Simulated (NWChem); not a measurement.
System: SiBrClF$_{2}$; SMILES F[Si](F)(Cl)Br

Here is an NWChem input.

```
start job
memory heap 200 mb stack 900 mb global 1100 mb
geometry units angstroms noautosym nocenter noautoz
  F     -1.309742    -0.772603     1.288003
  Si    -0.395500    -0.524132     0.000000
  F     -1.309742    -0.772603    -1.288003
  Cl     1.122054    -1.860425     0.000000
  Br     0.317412     1.530381     0.000000
end
basis spherical
  * library pcsseg-1
end
dft
  xc bhlyp
  iterations 150
end
property
  shielding 4 1 2 4 5
end
task dft property
```

Excerpt of the output:

```
             Northwest Computational Chemistry Package (NWChem) 7.3.0
             --------------------------------------------------------

                             Geometry "geometry" -> ""
                             -------------------------

 Output coordinates in angstroms (scale by  1.889725989 to convert to a.u.)

  No.       Tag          Charge          X              Y              Z
 ---- ---------------- ---------- -------------- -------------- --------------
    1 F                    9.0000    -1.30974200    -0.77260300     1.28800300
    2 Si                  14.0000    -0.39550000    -0.52413200     0.00000000
    3 F                    9.0000    -1.30974200    -0.77260300    -1.28800300
    4 Cl                  17.0000     1.12205400    -1.86042500     0.00000000
    5 Br                  35.0000     0.31741200     1.53038100     0.00000000

 Effective nuclear repulsion energy (a.u.)     534.1731729263

                              NWChem Property Module
                              ----------------------

  itol2e modified to match energy
  convergence criterion.

                                 NWChem DFT Module
                                 -----------------

 Summary of "ao basis" -> "ao basis" (spherical)
 ------------------------------------------------------------------------------
       Tag                 Description            Shells   Functions and Types
 ---------------- ------------------------------  ------  ---------------------
 F                          pcsseg-1                 7       17   3s3p1d
 Si                         pcsseg-1                10       24   4s5p1d
 Cl                         pcsseg-1                10       24   4s5p1d
 Br                         pcsseg-1                15       41   5s7p3d

  itol2e modified to match energy
  convergence criterion.

            General Information
            -------------------
          SCF calculation type: DFT
          Wavefunction type:  closed shell.
          No. of atoms     :     5
          No. of electrons :    84
           Alpha electrons :    42
            Beta electrons :    42
          Charge           :     0
          Spin multiplicity:     1
          Use of symmetry is: off; symmetry adaption is: off
          Maximum number of iterations: 150
          AO basis - number of functions:   123
                     number of shells:    49
          Convergence on energy requested:  1.00D-07
          Convergence on density requested:  1.00D-05
          Convergence on gradient requested:  5.00D-04

              XC Information
              --------------
                        BHLYP Method XC Functional
                     Hartree-Fock (Exact) Exchange  0.500
                        Slater Exchange Functional  0.500 local
                    Becke 1988 Exchange Functional  0.500 non-local
              Lee-Yang-Parr Correlation Functional  1.000

             Grid Information
             ----------------
          Grid used for XC integration:  fine
          Radial quadrature: Mura-Knowles
          Angular quadrature: Lebedev.
          Tag              B.-S. Rad. Rad. Pts. Rad. Cut. Ang. Pts.
          ---              ---------- --------- --------- ---------
          F                   0.50       70           9.0       590
          Si                  1.10      123           8.0       770
          Cl                  1.00      123          10.0       770
          Br                  1.15      140          10.0       974
          Grid pruning is: on
          Number of quadrature shells:   526
          Spatial weights used:  Erf1

      Superposition of Atomic Density Guess
      -------------------------------------

 Sum of atomic energies:       -3519.08773114

      Non-variational initial energy
      ------------------------------

 Total energy =   -3520.114296
 1-e energy   =   -5961.866120
 2-e energy   =    1907.578651
 HOMO         =      -0.408995
 LUMO         =       0.032571

   convergence    iter        energy       DeltaE   RMS-Dens  Diis-err
 ---------------- ----- ----------------- --------- --------- ---------
 d= 0,ls=0.0,diis     1  -3523.2480294122 -4.06D+03  8.87D-03  1.78D+00
 d= 0,ls=0.0,diis     2  -3523.2676070315 -1.96D-02  4.78D-03  9.85D-01
 d= 0,ls=0.0,diis     3  -3523.3466879702 -7.91D-02  8.26D-04  8.17D-02
 d= 0,ls=0.0,diis     4  -3523.3524069726 -5.72D-03  2.41D-04  1.73D-03
 d= 0,ls=0.0,diis     5  -3523.3525818748 -1.75D-04  6.04D-05  8.74D-05
  Resetting Diis
 d= 0,ls=0.0,diis     6  -3523.3525917120 -9.84D-06  1.26D-05  5.04D-06
 d= 0,ls=0.0,diis     7  -3523.3525921218 -4.10D-07  3.64D-06  4.14D-07
 d= 0,ls=0.0,diis     8  -3523.3525921437 -2.19D-08  1.40D-06  1.69D-07

         Total DFT energy =    -3523.352592143685
      One electron energy =    -5962.353454500184
           Coulomb energy =     2066.395509946718
    Exchange-Corr. energy =     -161.567820516535
 Nuclear repulsion energy =      534.173172926316

 Numeric. integr. density =       83.999999649481

                       DFT Final Molecular Orbital Analysis
                       ------------------------------------

 Vector   40  Occ=2.000000D+00  E=-4.348094D-01
              MO Center=  9.4D-01, -1.7D+00, -2.0D-09, r^2= 1.9D+00
   Bfn.  Coefficient  Atom+Function         Bfn.  Coefficient  Atom+Function
  ----- ------------  ---------------      ----- ------------  ---------------
    74      0.553328  4 Cl pz                77      0.451620  4 Cl pz
    68     -0.144812  4 Cl pz                65     -0.142355  4 Cl pz
   105      0.095670  5 Br pz               108      0.095885  5 Br pz
    10     -0.082897  1 F  px                51      0.082897  3 F  px
     7     -0.081258  1 F  px                48      0.081258  3 F  px

 Vector   41  Occ=2.000000D+00  E=-3.968464D-01
              MO Center=  3.0D-01,  1.3D+00,  3.2D-10, r^2= 2.1D+00
   Bfn.  Coefficient  Atom+Function         Bfn.  Coefficient  Atom+Function
  ----- ------------  ---------------      ----- ------------  ---------------
   108      0.572904  5 Br pz               105      0.522531  5 Br pz
    99     -0.194052  5 Br pz               102     -0.147767  5 Br pz
    74     -0.125358  4 Cl pz                77     -0.111582  4 Cl pz
    93      0.059639  5 Br pz                 8     -0.054054  1 F  py
    49      0.054054  3 F  py                11     -0.052684  1 F  py

 Vector   42  Occ=2.000000D+00  E=-3.920648D-01
              MO Center=  3.9D-01,  9.5D-01, -5.7D-10, r^2= 3.1D+00
   Bfn.  Coefficient  Atom+Function         Bfn.  Coefficient  Atom+Function
  ----- ------------  ---------------      ----- ------------  ---------------
   106      0.501806  5 Br px               103      0.459718  5 Br px
    73     -0.222642  4 Cl py               107     -0.219060  5 Br py
   104     -0.195600  5 Br py                76     -0.185569  4 Cl py
    97     -0.170506  5 Br px               100     -0.129787  5 Br px
    72     -0.100365  4 Cl px                75     -0.077731  4 Cl px

 Vector   43  Occ=0.000000D+00  E= 1.988099D-02
              MO Center=  1.8D-01, -6.5D-02,  3.6D-10, r^2= 4.0D+00
   Bfn.  Coefficient  Atom+Function         Bfn.  Coefficient  Atom+Function
  ----- ------------  ---------------      ----- ------------  ---------------
    21      1.150894  2 Si s                 20      0.664863  2 Si s
   107      0.632283  5 Br py                62     -0.422199  4 Cl s
    87     -0.412602  5 Br s                 19     -0.378264  2 Si s
    76     -0.371152  4 Cl py                75      0.317392  4 Cl px
    34      0.260641  2 Si px                86     -0.257283  5 Br s

 Vector   44  Occ=0.000000D+00  E= 7.421481D-02
              MO Center= -8.1D-02, -3.0D-01,  1.5D-09, r^2= 3.9D+00
   Bfn.  Coefficient  Atom+Function         Bfn.  Coefficient  Atom+Function
  ----- ------------  ---------------      ----- ------------  ---------------
    36      0.993649  2 Si pz                33      0.401282  2 Si pz
     3     -0.373776  1 F  s                 44      0.373776  3 F  s
   108     -0.298439  5 Br pz                77     -0.270239  4 Cl pz
    74     -0.161031  4 Cl pz                40     -0.159520  2 Si d  1
   105     -0.157932  5 Br pz               120     -0.148796  5 Br d -1

 Vector   45  Occ=0.000000D+00  E= 8.489662D-02
              MO Center= -8.0D-01, -3.2D-01, -7.7D-10, r^2= 4.0D+00
   Bfn.  Coefficient  Atom+Function         Bfn.  Coefficient  Atom+Function
  ----- ------------  ---------------      ----- ------------  ---------------
    34      1.114697  2 Si px                62     -0.430263  4 Cl s
    31      0.384804  2 Si px                 3      0.352903  1 F  s
    44      0.352903  3 F  s                 76     -0.306715  4 Cl py
   106     -0.235934  5 Br px                87     -0.231564  5 Br s
   107      0.197390  5 Br py                21     -0.179989  2 Si s

     Multipole analysis of the density
     ---------------------------------

     L   x y z        total         alpha         beta         nuclear
     -   - - -        -----         -----         ----         -------
     0   0 0 0     -0.000000    -42.000000    -42.000000     84.000000

     1   1 0 0      0.314128     -0.855812     -0.855812      2.025752
     1   0 1 0      0.237495     -0.534538     -0.534538      1.306572
     1   0 0 1      0.000000      0.000000      0.000000      0.000000

     2   2 0 0    -40.866424   -123.988486   -123.988486    207.110548
     2   1 1 0     -0.262656     -4.828529     -4.828529      9.394401
     2   1 0 1      0.000000      0.000000      0.000000      0.000000
     2   0 2 0    -38.932727   -296.943182   -296.943182    554.953637
     2   0 1 1     -0.000000     -0.000000     -0.000000      0.000000
     2   0 0 2    -41.394254    -74.015137    -74.015137    106.636020

          -----------------------------------------
          Chemical Shielding Tensors (GIAO, in ppm)
          -----------------------------------------

                                NWChem CPHF Module
                                ------------------

  scftype          =     RHF
  nclosed          =       42
  nopen            =        0
  variables        =     3402
  # of vectors     =        3
  tolerance        = 0.10D-03
  level shift      = 0.00D+00
  max iterations   =       50
  max subspace     =       30

 SCF residual:    5.8991734000087915E-005

Iterative solution of linear equations
  No. of variables     3402
  No. of equations        3
  Maximum subspace       30
        Iterations       50
       Convergence  1.0D-04

   iter   nsub   residual    time
   ----  ------  --------  ---------
     1      3    4.56D-01      36.9
     2      6    5.56D-02      43.1
     3      9    8.13D-03      49.1
     4     12    4.11D-04      55.6
     5     15    3.51D-05      62.1

      Atom:    1  F
        Diamagnetic
    470.6926      3.4980    -15.4808
      3.4980    461.5520     -4.5714
    -15.4808     -4.5714    479.3293

        Paramagnetic
   -164.1334     18.2983    -41.1341
     18.2983   -208.4199    -15.9882
    -41.1341    -15.9882   -164.4531

        Total Shielding Tensor
    306.5592     21.7963    -56.6148
     21.7963    253.1322    -20.5596
    -56.6148    -20.5596    314.8762

           isotropic =     291.5225
          anisotropy =     124.9642

          Principal Components and Axis System
                 1           2           3
              374.8320    254.3754    245.3602

      1        -0.6639      0.6771     -0.3174
      2        -0.2386      0.2104      0.9480
      3         0.7087      0.7051      0.0219

      Atom:    2  Si
        Diamagnetic
    876.4594      0.4474      0.0000
      0.4474    881.0518      0.0000
      0.0000      0.0000    874.7499

        Paramagnetic
   -500.8357     -3.2197      0.0000
     -3.2197   -455.3372     -0.0000
      0.0000     -0.0000   -513.4437

        Total Shielding Tensor
    375.6237     -2.7723      0.0000
     -2.7723    425.7146     -0.0000
      0.0000     -0.0000    361.3062

           isotropic =     387.5482
          anisotropy =      57.4791

          Principal Components and Axis System
                 1           2           3
              425.8676    375.4707    361.3062

      1        -0.0551      0.9985     -0.0000
      2         0.9985      0.0551      0.0000
      3        -0.0000      0.0000      1.0000

      Atom:    3  Cl
        Diamagnetic
   1149.5652     -5.3344      0.0000
     -5.3344   1151.1237      0.0000
      0.0000      0.0000   1143.9405

        Paramagnetic
   -277.7923   -132.9878     -0.0000
   -132.9878   -202.5921     -0.0000
     -0.0000     -0.0000   -394.5726

        Total Shielding Tensor
    871.7729   -138.3223     -0.0000
   -138.3223    948.5316     -0.0000
     -0.0000     -0.0000    749.3679

           isotropic =     856.5574
          anisotropy =     295.7142

          Principal Components and Axis System
                 1           2           3
             1053.7002    766.6042    749.3679

      1        -0.6052      0.7960      0.0000
      2         0.7960      0.6052      0.0000
      3        -0.0000     -0.0000      1.0000

      Atom:    4  Br
        Diamagnetic
   3123.0646      2.3985      0.0000
      2.3985   3131.6979      0.0000
      0.0000      0.0000   3121.9330

        Paramagnetic
   -786.3901    133.1623      0.0000
    133.1623   -197.0919      0.0000
      0.0000      0.0000   -849.2198

        Total Shielding Tensor
   2336.6745    135.5608      0.0000
    135.5608   2934.6061      0.0000
      0.0000      0.0000   2272.7132

           isotropic =    2514.6646
          anisotropy =     673.8596

          Principal Components and Axis System
                 1           2           3
             2963.9043   2307.3763   2272.7132

      1         0.2112      0.9774     -0.0000
      2         0.9774     -0.2112      0.0000
      3         0.0000      0.0000      1.0000
```

Level: BHandHLYP/pcSseg-1, GIAO. Structure relaxed at the PBE0/def2-SVP level. The output numbers the shielded atoms by their place in the input's list. The printed shielding anisotropy is the first printed principal value minus the mean of the other two.
